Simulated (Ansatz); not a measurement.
A structure relaxed at PBE0-D4/def2-TZVP, charge 0, multiplicity 1:

Cartesian coordinates in Å:
```
N 2.073 -0.513 -1.270
C 1.450 0.431 -0.366
N 0.297 -0.200 0.228
C -0.817 0.396 0.173
Si -2.344 -0.377 0.955
H 2.293 -1.364 -0.763
H 2.941 -0.136 -1.629
H 1.181 1.338 -0.931
H 2.093 0.738 0.475
H -0.902 1.373 -0.338
H -3.402 -0.526 -0.080
H -2.867 0.534 2.009
H -1.997 -1.694 1.538
```

Question: Give its formula and SMILES.

Answer: C2H8N2Si, `NC/N=C/[SiH3]`.

Question: Point group (tolerance 0.08 Å, 0.16 Å for H)?

Answer: C1.

Question: Summarise the bond lengths by kind.

Answer: 3 × C–N 1.265 to 1.448 Å; 2 × H–N 1.012 to 1.013 Å; 3 × C–H 1.101 to 1.106 Å; 1 × C–Si 1.882 Å; 3 × H–Si 1.481 to 1.488 Å.

Computed with Ansatz.
